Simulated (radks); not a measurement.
The numbers below are computed, except where a source is named.
Problem. Pb32+, 50 electrons, occupied as [Kr] 4d10 4f4. Level of theory: scalar-relativistic Kohn-Sham, PBE, spin-polarised, spherical densities, finite nucleus; open shells are filled with parallel spins first (spin-orbit coupling, left out, can overturn this in heavy ions); Fermi nuclear charge, rms radius 5.5012 fm (a radial shooting solver on a logarithmic mesh with Libxc functionals). Some entries of the table are withheld. Estimate them.

orbital,occ.,eigenvalue (eV),r(max) (bohr)
1s down,1,-89239.49,0.009847
1s up,1,-89239.48,0.009847
2s up,1,-16921.56,0.05717
2s down,1,-16921.38,0.05717
2p up,3,-14686.19,0.04761
2p down,3,-14686.04,0.04761
3s up,1,-4946.038,0.1610
3s down,1,-4940.687,0.1610
3p up,3,-4303.768,0.1611
3p down,3,-4298.296,0.1610
3d up,5,-3650.359,0.1313
3d down,5,-3646.191,0.1312
4s up,1,-1930.709,0.3540
4s down,1,-1922.988,0.3541
4p up,3,-1707.186,0.3701
4p down,3,-1699.909,0.3703
4d up,5,(1),(2)
4d down,5,(3),(4)
4f up,4,(5),0.3153
4f down,0,(6),0.3160

Solution. 
(1) 4d up eigenvalue (eV): -1455.420
(2) 4d up r(max) (bohr): 0.3693
(3) 4d down eigenvalue (eV): -1448.176
(4) 4d down r(max) (bohr): 0.3696
(5) 4f up eigenvalue (eV): -1192.513
(6) 4f down eigenvalue (eV): -1184.165
